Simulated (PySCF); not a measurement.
Species: CH4NPSi.
SMILES: `N#C[SiH2]P`

Level of theory: EOM-IP-CCSD/aug-cc-pVDZ in PySCF, restricted Hartree–Fock reference, 12 core orbitals frozen, non-relativistic, gas phase, PBE0-D3(BJ)/def2-SVP geometry.

Hartree–Fock orbital energies give these Koopmans values (eV): HOMO 10.79, HOMO-1 12.41, HOMO-2 12.85, HOMO-3 13.61, HOMO-4 14.39, HOMO-5 14.81, HOMO-6 15.21, HOMO-7 17.03.

What vertical ionisation energies does EOM-IP-CCSD give?

```tsv
leading hole (HF orbital)	Koopmans (eV)	EOM-IP-CCSD (eV)	change (eV)	one-hole share
HOMO	10.79	10.42	-0.37	0.95
HOMO-1	12.41	11.90	-0.51	0.95
HOMO-2	12.85	12.53	-0.32	0.95
HOMO-6	15.21	12.73	-2.48	0.93
HOMO-3	13.61	13.24	-0.37	0.94
HOMO-4	14.39	13.79	-0.60	0.94
HOMO-5	14.81	14.13	-0.68	0.94
HOMO-7	17.03	15.30	-1.73	0.91
```

Does the order of the lines follow the orbital energies?

No: the HOMO-6 hole (12.73 eV) falls below the HOMO-3 hole (13.24 eV); the HOMO-6 hole (12.73 eV) falls below the HOMO-4 hole (13.79 eV); the HOMO-6 hole (12.73 eV) falls below the HOMO-5 hole (14.13 eV). The corrections run from -2.48 to -0.32 eV, with a mean of -0.88 eV over the 8 lines; no line lies above its Koopmans value.

At what kinetic energies would He I light (21.22 eV) eject these electrons?

10.80 eV (HOMO), 9.32 eV (HOMO-1), 8.69 eV (HOMO-2), 8.49 eV (HOMO-6), 7.98 eV (HOMO-3), 7.43 eV (HOMO-4), 7.09 eV (HOMO-5), 5.92 eV (HOMO-7).

What total energy has the lowest final state, and which wavelength reaches it?

E(CCSD) + ionisation energy = -724.89718 + 0.38294 = -724.51424 Eh, at the geometry of the initial state. The threshold wavelength is 1239.84 eV nm/10.42 eV = 119.0 nm.

One root was sought for each valence orbital with −ε under 21 eV, eight at most, so deeper holes and satellites are missing; no vibrational structure.

The values belong to the conformer `[N:1]#[C:2][SiH2:3][PH2:4]`: H–P4–Si3–C2 73°, H–P4–Si3–C2 167°.
